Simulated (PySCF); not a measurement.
Gas-phase reaction: 2 CuBr ⇌ Cu₂ + Br₂

Energies from PySCF, thermal terms from the rigid-rotor harmonic-oscillator model, ideal gas at 1 bar. † marks an energy on the PBE0/def2-TZVP geometry and frequencies; other levels use their own. 6-31G* has spherical d functions here. All species are closed-shell singlets. Br, Cu: all electrons, no relativistic terms. The harmonic model lacks anharmonicity and excited electronic states, which grow with temperature; levels with a mode under 35 cm⁻¹ are left out.

| level | ΔE electronic, kJ | ΔH°(298 K), kJ | ΔS°(298 K), J/K | ΔG°(1000 K), kJ |
|---|---|---|---|---|
| BLYP/def2-TZVP† | 197 | 197 | -10 | 207 |
| HF/6-31G* | 420 | 420 | -13 | 434 |
| HF/def2-TZVP† | 346 | 346 | -10 | 356 |
| M06-2X/def2-TZVP† | 271 | 271 | -10 | 281 |
| PBE/def2-SVP | 234 | 234 | -10 | 243 |
| PBE0/def2-SVP† | 278 | 278 | -10 | 288 |
| r2SCAN/def2-TZVP† | 253 | 253 | -10 | 263 |
| ωB97M-V/def2-TZVP† | 271 | 271 | -10 | 281 |
| ωB97X-V/def2-TZVP† | 285 | 285 | -10 | 295 |
ΔH° is lowest at BLYP/def2-TZVP† and highest at HF/6-31G*. No reference value is set beside these.
